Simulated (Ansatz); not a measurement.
`C[O][Zr]1234([N](C)C)([N](C)C)[C@H]5[C@@H]1[C@@H]2[C@@H]3[C@H]54` from Hartree–Fock to CCSD(T)

Z-matrix (Å, degrees):
```
Zr
C 1 2.569
C 1 2.520 2 53.4
C 1 2.558 2 31.8 3 -78.1
N 1 2.060 2 137.8 3 26.2
C 1 3.050 2 137.5 3 -9.8
C 1 2.541 2 32.2 3 37.3
O 1 1.947 2 112.4 3 -120.5
C 1 2.513 2 53.3 3 -40.9
N 1 2.051 2 85.7 3 129.8
C 1 2.866 2 112.1 3 141.0
C 1 3.127 2 124.6 3 49.6
H 1 2.672 2 132.6 3 152.1
H 2 1.080 1 118.6 3 -159.5
H 3 1.080 1 116.7 2 160.2
H 4 1.080 1 117.8 2 -123.0
H 6 1.101 1 132.4 2 169.8
H 6 1.103 1 117.4 2 13.4
H 6 1.095 1 76.3 2 -89.6
H 7 1.080 1 117.9 2 123.3
C 8 1.383 1 159.4 2 21.6
H 9 1.081 1 116.6 2 -159.8
C 10 1.434 1 139.8 2 -18.5
H 11 1.100 1 124.7 2 61.6
H 11 1.101 1 126.7 2 -106.4
H 12 1.103 1 116.3 2 -43.6
H 12 1.101 1 131.8 2 165.5
H 12 1.093 1 79.5 2 61.1
H 21 1.099 8 111.6 1 11.8
H 21 1.097 8 111.0 1 -108.5
H 21 1.097 8 110.7 1 131.8
H 23 1.102 10 111.9 1 116.2
H 23 1.090 10 111.2 1 -4.4
H 23 1.101 10 111.5 1 -124.4
```

The species carries charge 0 and has multiplicity 1. Correlated methods include outer-core shells of Zr, which these sets cover unevenly. Zr takes the def2 core potential. The structure was optimised at the PBE0-D4/def2-TZVP level. It is one conformer, not always the lowest. Frozen core, restricted reference, the Gaussian-basis code of Ansatz.

```tsv
basis	HF (Eh)	MP2 corr.	CCSD corr.	(T)	CCSD(T) total
def2-SVP	?	-2.20209	?	?	?
def2-TZVPP	?	-2.74545	-2.80852	-0.13372	?
def2-QZVPP	-620.97477	-2.94630	–	–	–
```

**Question.** Fill in the withheld values. (An estimate is asked.)

**Answer.** Computed: def2-SVP HF (Eh): -620.29347; def2-SVP CCSD corr.: -2.30509; def2-SVP (T): -0.08790; def2-SVP CCSD(T) total: -622.68646; def2-TZVPP HF (Eh): -620.94477; def2-TZVPP CCSD(T) total: -623.88701.
